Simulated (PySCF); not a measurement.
## Spinor energies of Ho⁴²⁺ (holmium, charge +42)

Start: [Ar] 3d7; 3d3/2 filled at m_j = -3/2, -1/2, +1/2, +3/2; 3d5/2 filled at m_j = +1/2, +3/2, +5/2. Calculated with PySCF 2.14 in an uncontracted even-tempered set (16 s from 9.4 bohr⁻², ratio 2.8; 12 p from 12 bohr⁻², ratio 2.8; 8 d from 12 bohr⁻², ratio 2.8; 3 f from 44 bohr⁻², ratio 3): generalised Hartree-Fock with the X2C-1e Hamiltonian and a Gaussian nucleus; one run each with spin-orbit coupling (SO) switched off, then screened by Boettger's factors.

```csv
spinor shell,electrons,"ε, spin-free (eV)","ε, screened SO (eV)",weight of nominal j (screened SO),"rms radius, screened SO (bohr)"
1s1/2,2,-58090.1,-58076.2,1.000,0.0236
2s1/2,2,-11608.1,-11602.8,1.000,0.0949
2p1/2,2,-10532.5,-11147.6,1.000,0.0810
2p3/2,4,-10532.5,-10269.8,1.000,0.0875
3s1/2,2,-4103.7,-4102.1,1.000,0.237
3p1/2,2,-3764.8,-3914.5,0.999,0.228
3p3/2,4,-3764.8,-3699.7,0.999,0.241
3d3/2,4,-3385.4,-3408.3,0.982,0.210
3d5/2,3,-3385.4,-3366.1,0.984,0.213
```

```json
{"quantity": "E (hartree)", "spin-free": "-11313.33424", "screened SO": "-11324.58110"}
{"quantity": "M_J", "spin-free": "9/2", "screened SO": "9/2"}
{"quantity": "⟨J²⟩", "spin-free": "24.750", "screened SO": "24.751"}
{"quantity": "⟨L²⟩", "spin-free": "12.000", "screened SO": "15.493"}
{"quantity": "⟨S²⟩", "spin-free": "3.750", "screened SO": "2.653"}
```

Each row is a mean over spinors that exchange with the open shell spreads, by up to 38.170 eV (3p3/2).

Breit and QED terms are absent; they matter most for the inner s and p1/2 levels.

Densities and radii are taken from the X2C orbitals without a picture-change correction, which distorts them close to the nucleus.

Without spin-orbit coupling the j labels of p, d and f shells carry no meaning; the spin-free column gives the mean over the occupied spinors of each nl shell.
